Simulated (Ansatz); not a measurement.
Ansatz results at the PBE0-D4/def2-TZVP geometry: LUMO energy (B3LYP/def2-TZVPP) -1.31 eV; size of the dipole moment (PBE/def2-TZVPP) 1.90 D; LUMO energy (PBE0/def2-TZVPP) -0.93 eV.

Each molecule was computed in one conformer, which needn't be the lowest.

(1) Which molecule gave them?
A. `[GeH3][GeH3]`
B. `[OH][Ge]([OH])([F])[Cl]`
C. `N#[C][Ge]([Cl])([Cl])[Cl]`
D. `O=C=[N][GeH]([Cl])[Cl]`

Results:

(1) B. The others give `[GeH3][GeH3]`: 0.05, 0.00, 0.37; `O=C=[N][GeH]([Cl])[Cl]`: -1.60, 1.85, -1.28; `N#[C][Ge]([Cl])([Cl])[Cl]`: -2.36, 2.16, -2.04.

B3LYP here is the variant with VWN-RPA as its local correlation; programs differ in this.
